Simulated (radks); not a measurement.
Task: The mean radii <r> (bohr) of the occupied orbitals of an atom or ion are listed with their occupations. All-electron calculation, Dirac Kohn-Sham, relativistic LDA (MacDonald-Vosko exchange, VWN5 correlation), spin-unpolarised, spherical densities, finite nucleus; Fermi nuclear charge, rms radius of each element as measured or else 0.836 A^(1/3) + 0.57 fm. Program: a radial shooting solver on a logarithmic mesh with Libxc functionals.

| orbital | occ. | <r> |
|---|---|---|
| 1s1/2 | 2 | 0.01612 |
| 2s1/2 | 2 | 0.06623 |
| 2p1/2 | 2 | 0.05421 |
| 2p3/2 | 4 | 0.06273 |
| 3s1/2 | 1 | 0.1595 |

Name the element and its charge. Open shells, if any, fill j = l - 1/2 first.

Result: Z = 82, lead, charge +71: Pb71+ in [Ne] 3s1. The 1s radius gives Z: for a bare nucleus <r> = (2 gamma + 1)/(2Z) with gamma = sqrt(1 - (Z/c)^2), 0.01587 bohr for Z = 82, and screening makes it slightly larger (0.01612 here). The occupations add up to 11, and the charge is Z minus that.
